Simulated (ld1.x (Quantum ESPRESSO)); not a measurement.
# titanium: one change to a TM potential, before and after

ld1.x (Quantum ESPRESSO) 7.5 input, shortened:

```
&input
   title='Ti', zed=22., rel=0, dft='BP', iswitch=3,
   config='[Ar] 3d2 4s1.5 4p0'
 /
 &inputp
   pseudotype=2, tm=.true., lloc=2,
   nlcc=.true., rcore=2.30
 /
3
4S  1  0   1.50   0.00  2.65  2.65  0.0
4P  2  1   0.00   0.00  3.40  3.40  0.0
3D  3  2   2.00   0.00  2.55  2.55  0.0
 &test
   configts(1)='3d2 4s1.5 4p0'
 /
```

All-electron outer shells of the reference configuration (BP86, non-relativistic, ld1.x):

```csv
shell,level (eV),outermost node (bohr),outermost maximum (bohr)
3p,-42.34,0.37,0.90
3d,-7.94,–,0.97
4s,-7.43,1.25,2.85
4p,-4.06,1.38,3.52
```

Change: reference 3d2 4s2 4p0.

Cutoffs: the cutoffs (Ry, on a coarse ladder) from which the occupation-weighted sum of valence levels, in a spherical-Bessel basis at the reference potential, stays within 10 and 1 mRy of its value at 400 Ry; they do not see the model core or the augmentation charge, which bear on the density cutoff. Errors are all-electron minus pseudo energies relative to the spin-unpolarised reference configuration.

Q: What does the change do?

A: The potential gets neither clearly harder nor softer (35 Ry and 45 Ry → 35 Ry and 45 Ry); both files keep a bound ghost (p, s); the number of tests that count goes from 7 to 3; the range in which the p phases agree narrows (upper end at the end of the scan → 2.7).

| quantity | base | changed |
| --- | --- | --- |
| cutoff, loose | 35 Ry | 35 Ry |
| cutoff, tight | 45 Ry | 45 Ry |
| bound ghosts | s, p | s, p |
| tests counted (converged, no solver errors) | 7 of 7 | 3 of 7 |
| s: phases at 3.68 bohr within 0.05 rad from the reference energy up to (Ry; the scan ends near 5) | 1.2 | 1.4 |
| p: phases at 3.68 bohr within 0.05 rad from the reference energy up to (Ry; the scan ends near 5) | to the end of the scan | 2.7 |
| d: phases at 3.68 bohr within 0.05 rad from the reference energy up to (Ry; the scan ends near 5) | 0.0 | 0.3 |

Changed file: Tests not counted: 3d2 4s0 4p2 (pseudo-atom not self-consistent, printed error -71.7 eV); 3d2 4s1 4p1 (solver errors, printed error -2.1 eV); 3d2 4s0 4p1 (solver errors, printed error +647 meV); 3d1 4s2 4p1 (solver errors, printed error -2.4 eV). A true bound ghost makes a file unfit for plane-wave use even where its test errors are small: the radial tests pick states by their node count and pass the ghost by. Where a test does run into it, the solver fails or the error is huge.
